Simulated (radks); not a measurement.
These are the eigenvalues of the occupied orbitals of an atom or ion with whole-number occupations (hartree). Calculated with a radial shooting solver on a logarithmic mesh with Libxc functionals: Dirac Kohn-Sham, PBE, spin-unpolarised, spherical densities, finite nucleus; Fermi nuclear charge, rms radius of each element as measured or else 0.836 A^(1/3) + 0.57 fm.

1s1/2: -1322.945
2s1/2: -214.5394
2p1/2: -202.3506
2p3/2: -189.4003
3s1/2: -51.07057
3p1/2: -45.98217
3p3/2: -43.48910
3d3/2: -34.56303
3d5/2: -34.03233
4s1/2: -15.80679
4p1/2: -13.93602
4p3/2: -13.38597
4d3/2: -10.29137
4d5/2: -10.19139

Which element is it, and in what charge state? The configuration may be excited.

Answer. Z = 55, caesium, charge +12: Cs12+ in [Kr] 4d(3/2: 4, 5/2: 3). The list shows which subshells hold electrons but not how many an open one holds; the 1s level, -1322.9 hartree, gives Z - s = 51.4 by -(Z - s)^2/2, which with screening and relativity narrows Z to a few neighbours, and the depths of the outer levels then fix element, charge and occupations together.
